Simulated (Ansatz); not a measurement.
Basis-set extrapolation for C2H3BO, SMILES `C#CBO` (PBE0-D4/def2-TZVP geometry, frozen core, the Gaussian-basis code of Ansatz). Multiplicity 1, RHF reference.

|  | def2-TZVPP | def2-QZVPP |
| --- | --- | --- |
| HF | -177.098066 | -177.106065 |
| MP2 correlation | -0.634575 | -0.679783 |
| CCSD(T) correlation | -0.682352 | not run |

Energies in hartree. Use E(X) = E(∞) + A·exp(−7.88·√X) for Hartree–Fock and E(X) = E(∞) + B·X^(−2.97) for correlation, with X = 3 and 4, and add CCSD(T) minus MP2 of the smaller set to the MP2 limit.

Task: What is the CCSD(T) energy at the basis-set limit?

Result: HF limit: -177.106065 + (-0.007999) × 0.13774 = -177.10717. MP2 limit: -0.679783 + (-0.045208) × 0.74074 = -0.71327. Higher-order term: -0.682352 − (-0.634575) = -0.04778. Total: -177.86822 hartree, 55.1 kcal/mol below CCSD(T)/def2-TZVPP.
